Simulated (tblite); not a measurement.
Compound: C5H13NSi3.
SMILES with atom numbers: `[CH3:1][C:2]1=[CH:3][CH:4]=[CH:5][Si@H:6]1[N:7]([SiH3:8])[SiH3:9]` (hydrogens: H10, H11, H12 on C1; H13 on C3; H14 on C4; H15 on C5; H16 on Si6; H17, H18, H19 on Si8; H20, H21, H22 on Si9)

The geometry is computed with GFN2-xTB (gas phase).

Give the optimised bond lengths and angles.

```tsv
bond	length (Å)
C1–C2	1.489
C2=C3	1.339
C3–C4	1.455
C4=C5	1.337
C5–Si6	1.881
Si6–N7	1.747
N7–Si8, N7–Si9	1.745
C2–Si6	1.897
C1–H10, C1–H11, C1–H12	1.090
C3–H13	1.082
C4–H14	1.082
C5–H15	1.076
Si6–H16	1.466
Si8–H17 and 5 like bonds	1.463
```

Bonds in one row agree within 0.01 Å and their mean is given. A selection of angles:
```tsv
angle	degrees
C2–C1–H10	109.9
C2–C1–H12	111.6
H10–C1–H11	107.4
H10–C1–H12	108.9
C1–C2–C3	124.8
C1–C2–Si6	126.9
C3–C2–Si6	108.2
C2–C3–C4	116.7
C2–C3–H13	123.8
C4–C3–H13	119.5
C3–C4–C5	116.8
C3–C4–H14	119.1
C5–C4–H14	124.0
C4–C5–Si6	108.7
C4–C5–H15	122.3
Si6–C5–H15	128.9
C5–Si6–N7	115.3
C5–Si6–H16	114.1
N7–Si6–H16	108.8
C2–Si6–C5	89.5
C2–Si6–N7	114.2
C2–Si6–H16	114.1
Si6–N7–Si8	118.2
Si8–N7–Si9	122.5
N7–Si8–H17	110.9
N7–Si8–H18	107.4
H17–Si8–H18	110.4
H18–Si8–H19	111.1
```

Dihedral angles: C1–C2–C3–C4 179° (antiperiplanar); C2–C3–C4–C5 -1° (synperiplanar); C3–C4–C5–Si6 2° (synperiplanar); C4–C5–Si6–N7 -118° (anticlinal); C5–Si6–N7–Si8 -164° (antiperiplanar); C1–C2–Si6–C5 -178° (antiperiplanar).

N7 (nitrogen bridging silicon atoms) is almost planar (angles 122.5°, 118.2° and 117.6°, sum 358.2°, 0.13 Å off the plane of its three neighbours). Si8 (SiH3 silicon) is tetrahedral (angles from 107.3° to 111.1°). Si6 (SiH silicon) has angles from 89.5° to 115.3°. Of the pairs four or more bonds apart, C5···H20 is among the closest relative to their van der Waals radii: 3.00 Å, 103 % of the sum of Bondi's values. The 4 C–C bonds span 1.337 Å (C4=C5, drawn double) to 1.489 Å (C1–C2, drawn single), a spread of 0.152 Å. The 5-membered ring C2–C3–C4–C5–Si6 has internal angles of 89.5° to 116.8°; it is planar, 0.01 Å rms from its mean plane, widest ring torsion 2°.

Point group: C1 (no symmetry element, even within 0.4 Å). Its lowest GFN2-xTB frequency is 11i cm⁻¹, too small to tell a flat minimum from a shallow saddle. One conformer, not necessarily the lowest. 3 starts were optimised and ended at 0.00, 0.14 and 0.37 kcal/mol (GFN2-xTB); the lowest of these is shown.
